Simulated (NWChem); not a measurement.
System: C2H4AuNO; SMILES [OH][Au]<-[C-]#[N+]C

NWChem printed, in part:

```
             Northwest Computational Chemistry Package (NWChem) 7.3.0
             --------------------------------------------------------

 C1  symmetry detected

                             Geometry "geometry" -> ""
                             -------------------------

 Output coordinates in angstroms (scale by  1.889725989 to convert to a.u.)

  No.       Tag          Charge          X              Y              Z
 ---- ---------------- ---------- -------------- -------------- --------------
    1 Au                  79.0000    -0.00112431    -0.51320519    -0.00001581
    2 O                    8.0000    -0.07244533    -2.46329596     0.00007734
    3 H                    1.0000     0.81515930    -2.83792881     0.00008922
    4 C                    6.0000     0.00052115     3.96477777    -0.00000710
    5 N                    7.0000    -0.00896777     2.55963776     0.00001480
    6 C                    6.0000    -0.01648336     1.39291561     0.00000898
    7 H                    1.0000     1.03627710     4.33234690     0.04219498
    8 H                    1.0000    -0.54864550     4.34587689     0.87354504
    9 H                    1.0000    -0.47585987     4.34565812    -0.91531362

 Effective nuclear repulsion energy (a.u.)     581.4905920419

 Summary of "ao basis" -> "ao basis" (spherical)
 ------------------------------------------------------------------------------
       Tag                 Description            Shells   Functions and Types
 ---------------- ------------------------------  ------  ---------------------
 Au                         def2-svp                12       32   6s3p2d1f
 O                          def2-svp                 6       14   3s2p1d
 H                          def2-svp                 3        5   2s1p
 C                          def2-svp                 6       14   3s2p1d
 N                          def2-svp                 6       14   3s2p1d

            General Information
            -------------------
          SCF calculation type: DFT
          Wavefunction type:  closed shell.
          No. of atoms     :     9
          No. of electrons :    50
           Alpha electrons :    25
            Beta electrons :    25
          Charge           :     0
          Spin multiplicity:     1
          Use of symmetry is: off; symmetry adaption is: off
          Maximum number of iterations: 150
          AO basis - number of functions:   108
                     number of shells:    48
          Convergence on energy requested:  1.00D-06
          Convergence on density requested:  1.00D-05
          Convergence on gradient requested:  5.00D-04

              XC Information
              --------------
                        RevPBE Exchange Functional  1.000
            Perdew 1991 LDA Correlation Functional  1.000 local
           PerdewBurkeErnz. Correlation Functional  1.000 non-local

             Grid Information
             ----------------
          Grid used for XC integration:  medium
          Radial quadrature: Mura-Knowles
          Angular quadrature: Lebedev.
          Tag              B.-S. Rad. Rad. Pts. Rad. Cut. Ang. Pts.
          ---              ---------- --------- --------- ---------
          Au                  1.35      123          12.0       590
          O                   0.60       49          14.0       434
          H                   0.35       45          15.0       434
          C                   0.70       49          15.0       434
          N                   0.65       49          13.0       434
          Grid pruning is: on
          Number of quadrature shells:   499
          Spatial weights used:  Erf1

      Superposition of Atomic Density Guess
      -------------------------------------

 Sum of atomic energies:        -358.62616519

      Non-variational initial energy
      ------------------------------

 Total energy =    -342.866807
 1-e energy   =    -922.778867
 2-e energy   =     375.475861
 HOMO         =      -0.374051
 LUMO         =       0.009470

     ---------------------------------------------
      Total Density - Mulliken Population Analysis
     ---------------------------------------------

    Atom       Charge   Shell Charges
 -----------   ------   -------------------------------------------------------
    1 Au  19    18.87   0.07 -0.47  1.81  0.62  0.74  0.32  5.59  0.47  0.07  8.61  1.04  0.02
    2 O    8     8.96   1.99  1.11  0.69  3.11  2.06  0.01
    3 H    1     0.67   0.54  0.07  0.06
    4 C    6     5.95   1.99  0.92  0.18  1.92  0.90  0.04
    5 N    7     7.12   1.99  1.02  0.40  2.35  1.33  0.03
    6 C    6     5.74   1.99  0.99  0.39  1.56  0.75  0.06
    7 H    1     0.89   0.67  0.20  0.02
    8 H    1     0.89   0.67  0.20  0.02
    9 H    1     0.89   0.67  0.20  0.02

   convergence    iter        energy       DeltaE   RMS-Dens  Diis-err
 ---------------- ----- ----------------- --------- --------- ---------
 d= 0,ls=0.0,diis     1   -344.0193408190 -5.48D+02  3.96D-02  1.25D+00
 d= 0,ls=0.0,diis     2   -337.2940138558  6.73D+00  3.70D-02  3.56D+01
 d= 0,ls=0.0,diis     3   -344.1367940315 -6.84D+00  8.87D-03  5.25D-01
 d= 0,ls=0.0,diis     4   -344.1593053039 -2.25D-02  5.01D-03  3.31D-01
 d= 0,ls=0.0,diis     5   -344.1918759626 -3.26D-02  1.36D-03  4.04D-02
  Resetting Diis
 d= 0,ls=0.0,diis     6   -344.1962381730 -4.36D-03  4.49D-04  4.03D-03
 d= 0,ls=0.0,diis     7   -344.1964286216 -1.90D-04  1.00D-03  2.09D-03
 d= 0,ls=0.0,diis     8   -344.1940253554  2.40D-03  7.78D-04  2.27D-02
 d= 0,ls=0.0,diis     9   -344.1966634366 -2.64D-03  8.72D-05  1.27D-04
 d= 0,ls=0.0,diis    10   -344.1966763925 -1.30D-05  2.66D-05  1.47D-05
 d= 0,ls=0.0,diis    11   -344.1966782502 -1.86D-06  7.11D-06  7.26D-07
 d= 0,ls=0.0,diis    12   -344.1966783063 -5.61D-08  3.58D-06  2.15D-07

         Total DFT energy =     -344.196678306318
      One electron energy =     -926.867307360458
           Coulomb energy =      418.804888484476
    Exchange-Corr. energy =      -40.570458775915
 Nuclear repulsion energy =      204.436199345579

 Numeric. integr. density =       49.999997909910

                       DFT Final Molecular Orbital Analysis
                       ------------------------------------

 Vector   23  Occ=2.000000D+00  E=-2.464117D-01
              MO Center= -1.2D-01, -6.7D-01,  4.1D-04, r^2= 2.7D+00
   Bfn.  Coefficient  Atom+Function         Bfn.  Coefficient  Atom+Function
  ----- ------------  ---------------      ----- ------------  ---------------
    20     -0.421366  1 Au d  2              16      0.405916  1 Au d -2
     5     -0.297324  1 Au s                 18     -0.296332  1 Au d  0
     3      0.259678  1 Au s                 36      0.248014  2 O  px
     6     -0.168901  1 Au s                  2     -0.163374  1 Au s
    39      0.149599  2 O  px                35     -0.143200  2 O  s

 Vector   24  Occ=2.000000D+00  E=-2.129075D-01
              MO Center=  3.5D-02, -1.5D+00,  1.5D-04, r^2= 2.5D+00
   Bfn.  Coefficient  Atom+Function         Bfn.  Coefficient  Atom+Function
  ----- ------------  ---------------      ----- ------------  ---------------
     5      0.516921  1 Au s                 37      0.353249  2 O  py
     3     -0.336727  1 Au s                 20      0.263645  1 Au d  2
    36      0.264337  2 O  px                40      0.262154  2 O  py
    16      0.232022  1 Au d -2               2      0.214136  1 Au s
     6      0.188287  1 Au s                 39      0.186133  2 O  px

 Vector   25  Occ=2.000000D+00  E=-1.813796D-01
              MO Center= -4.3D-02, -1.8D+00, -3.5D-04, r^2= 2.7D+00
   Bfn.  Coefficient  Atom+Function         Bfn.  Coefficient  Atom+Function
  ----- ------------  ---------------      ----- ------------  ---------------
    38      0.567239  2 O  pz                41      0.433676  2 O  pz
    17      0.342892  1 Au d -1              15      0.150929  1 Au pz
    71      0.138150  5 N  pz                74     -0.137167  5 N  pz
     9     -0.084179  1 Au pz                88      0.075332  6 C  pz
    85      0.068741  6 C  pz                22      0.046946  1 Au d -1

 Vector   26  Occ=0.000000D+00  E=-5.537100D-02
              MO Center=  4.3D-02,  1.3D+00,  5.9D-03, r^2= 4.3D+00
   Bfn.  Coefficient  Atom+Function         Bfn.  Coefficient  Atom+Function
  ----- ------------  ---------------      ----- ------------  ---------------
    86      0.446172  6 C  px                83      0.439881  6 C  px
    72     -0.389814  5 N  px                69      0.361680  5 N  px
    95      0.350508  7 H  s                 13      0.342873  1 Au px
    16     -0.289325  1 Au d -2             100     -0.187707  8 H  s
    58     -0.184748  4 C  px               105     -0.163141  9 H  s

 Vector   27  Occ=0.000000D+00  E=-4.999703D-02
              MO Center= -6.2D-02,  1.3D+00, -6.1D-03, r^2= 4.4D+00
   Bfn.  Coefficient  Atom+Function         Bfn.  Coefficient  Atom+Function
  ----- ------------  ---------------      ----- ------------  ---------------
    88      0.455960  6 C  pz                85      0.446720  6 C  pz
    74     -0.386264  5 N  pz                71      0.357375  5 N  pz
   105     -0.325556  9 H  s                 17     -0.323142  1 Au d -1
   100      0.310742  8 H  s                 15      0.285180  1 Au pz
    60     -0.198054  4 C  pz                38     -0.167540  2 O  pz

 Vector   28  Occ=0.000000D+00  E= 1.219148D-02
              MO Center=  5.9D-03,  4.0D+00,  6.1D-04, r^2= 5.8D+00
   Bfn.  Coefficient  Atom+Function         Bfn.  Coefficient  Atom+Function
  ----- ------------  ---------------      ----- ------------  ---------------
    54      2.175755  4 C  s                 95     -1.064851  7 H  s
   100     -1.060466  8 H  s                105     -1.059856  9 H  s
     6     -0.512091  1 Au s                 87     -0.463787  6 C  py
    14     -0.440438  1 Au py                59      0.402514  4 C  py
    53      0.333665  4 C  s                 82      0.255818  6 C  s

     ---------------------------------------------
      Total Density - Mulliken Population Analysis
     ---------------------------------------------

    Atom       Charge   Shell Charges
 -----------   ------   -------------------------------------------------------
    1 Au  19    18.92   0.07 -0.49  1.92  0.53  0.88  0.32  5.67  0.41  0.20  8.14  1.26  0.02
    2 O    8     8.41   1.99  1.09  0.70  2.81  1.82  0.01
    3 H    1     0.83   0.70  0.06  0.07
    4 C    6     5.88   1.98  0.92  0.08  2.13  0.74  0.04
    5 N    7     7.07   1.99  1.01  0.39  2.49  1.18  0.02
    6 C    6     6.09   1.99  1.02  0.37  1.88  0.76  0.06
    7 H    1     0.93   0.74  0.17  0.02
    8 H    1     0.93   0.74  0.17  0.02
    9 H    1     0.93   0.74  0.17  0.02

     -------------------------------------------
      Total Density - Lowdin Population Analysis
     -------------------------------------------

    Atom       Charge   Shell Charges
 -----------   ------   -------------------------------------------------------
    1 Au  19    19.07   0.00  0.02  1.06  0.89  0.62  0.43  4.98  1.16  0.33  7.75  1.80  0.03
    2 O    8     8.26   1.97  0.90  0.64  2.67  2.06  0.02
    3 H    1     0.94   0.57  0.18  0.19
    4 C    6     5.96   1.96  0.57  0.30  1.88  1.16  0.10
    5 N    7     6.94   1.97  0.73  0.38  2.29  1.52  0.05
    6 C    6     5.98   1.97  0.70  0.41  1.72  1.04  0.14
    7 H    1     0.95   0.64  0.25  0.06
    8 H    1     0.95   0.64  0.25  0.06
    9 H    1     0.95   0.64  0.25  0.06

     Multipole analysis of the density
     ---------------------------------

     L   x y z        total         alpha         beta         nuclear
     -   - - -        -----         -----         ----         -------
     0   0 0 0      0.000000    -25.000000    -25.000000     50.000000

     1   1 0 0      0.469177      0.170849      0.170849      0.127479
     1   0 1 0      2.757678    -27.715676    -27.715676     58.189031
     1   0 0 1      0.000362     -0.000716     -0.000716      0.001793

     2   2 0 0    -34.169966    -21.209589    -21.209589      8.249211
     2   1 1 0     -3.161628      0.425350      0.425350     -4.012328
     2   1 0 1      0.000059     -0.000054     -0.000054      0.000166
     2   0 2 0    -22.158642   -493.104378   -493.104378    964.050114
     2   0 1 1      0.003244      0.001567      0.001567      0.000110
     2   0 0 2    -35.671302    -20.697253    -20.697253      5.723204
```

Level: revPBE/def2-SVP with def2 effective core potentials on Au. All runs use the structure optimised with PBE0/def2-SVP. No frequency run checked for a minimum. def2 effective core potentials on Au; no spin-orbit coupling.

Problem. Reconstruct the input file.

Solution. One answer among several that fit: the input that was run:
```
start job
memory heap 200 mb stack 900 mb global 1100 mb
geometry units angstroms noautoz
  Au     0.425868    -0.099550    -0.356095
  O      1.896427    -0.496449    -1.575877
  H      2.320591     0.315004    -1.875578
  C     -2.976310     0.652156     2.456814
  N     -1.910140     0.407441     1.574825
  C     -1.024831     0.204607     0.842443
  H     -3.066182     1.732006     2.645296
  H     -2.801103     0.137002     3.412760
  H     -3.918007     0.286700     2.021563
end
basis spherical
  Au library def2-svp
  O library def2-svp
  H library def2-svp
  C library def2-svp
  N library def2-svp
end
ecp
  Au library def2-ecp
end
dft
  xc revpbe cpbe96
  iterations 150
  mulliken
end
task dft energy
```
